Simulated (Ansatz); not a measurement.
Species: CH$_{7}$ClNSi$_{2}$, net charge 0, doublet state. It need not be the lowest isomer of its formula. SMILES: [SiH3]N[Si@H]([CH2])Cl
Coordinates optimised at B3LYP-D3(BJ)/def2-TZVP (Ansatz, a first-principles code):
```
N
H 1 1.0119
Si 1 1.7147 2 114.44
Si 1 1.7367 2 115.84 3 167.67
H 3 1.4775 1 107.37 2 -24.20
H 4 1.4782 1 106.99 2 -178.80
H 4 1.4824 6 109.49 1 -121.82
H 4 1.4825 6 109.82 7 -118.16
C 3 1.8309 5 113.94 1 123.18
H 9 1.0830 3 122.52 5 92.88
H 9 1.0843 10 115.42 3 178.02
Cl 3 2.0848 5 105.36 1 -120.31
```
Charge 0, spin multiplicity 2.

Computed values are from Ansatz. Correlated levels leave the core frozen unless marked. Open shells are spin-unrestricted. Spin-orbit coupling is left out. Non-relativistic. CBS(X,Y): correlation extrapolated as X^-3; Hartree-Fock from the larger set.

**Question.** What is the total energy at CCSD(T)/CBS(cc-pV(T+d)Z,cc-pV(Q+d)Z)?

**Answer.** -1134.9382 Eh.

**Question.** What is the dipole moment at CCSD(T)/aug-cc-pV(D+d)Z?

**Answer.** 1.90 D.

**Question.** What is the atomisation energy De at CCSD(T)/CBS(cc-pV(T+d)Z,cc-pV(Q+d)Z)?

**Answer.** 4024.3 kJ/mol.

**Question.** What is the T1 diagnostic at CCSD/cc-pV(Q+d)Z?

**Answer.** 0.011.
